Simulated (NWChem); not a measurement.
**Lowest excitation of CH$_{4}$NO (+1)**

SMILES: [NH3+]C=O
```xyz
7

N      1.1085    -0.1283     0.0000
C     -0.4216    -0.3528     0.0000
O     -1.1205     0.5820     0.0000
H      1.5552    -0.5479     0.8311
H      1.5552    -0.5479    -0.8311
H      1.2987     0.8866     0.0000
H     -0.6750    -1.4318     0.0000
```
Charge +1, spin multiplicity 1.

Everything below was run with NWChem. Structure: optimised with PBE0/def2-SVP, a minimum by its harmonic frequencies.

Basis set: 6-31+G*. CR-EOMCCSD(T) is the triples correction to the same EOM-CCSD root.

The correlated methods keep 3 core orbitals frozen. B3LYP has NWChem's definition, with VWN1-RPA local correlation. The Pople sets run with spherical d functions. The structure started from a generated list of species. Coupled-cluster values serve here as a point of comparison, not as the truth.

Q: For the lowest vertical singlet excitation energy, EOM-CCSD gives 5.33 eV and CR-EOMCCSD(T) gives 5.23 eV. What do TD-B3LYP, TD-PBE, TDA-LDA (SVWN5) give?

A: TD-B3LYP: 5.21 eV; TD-PBE: 5.17 eV; TDA-LDA (SVWN5): 5.11 eV.
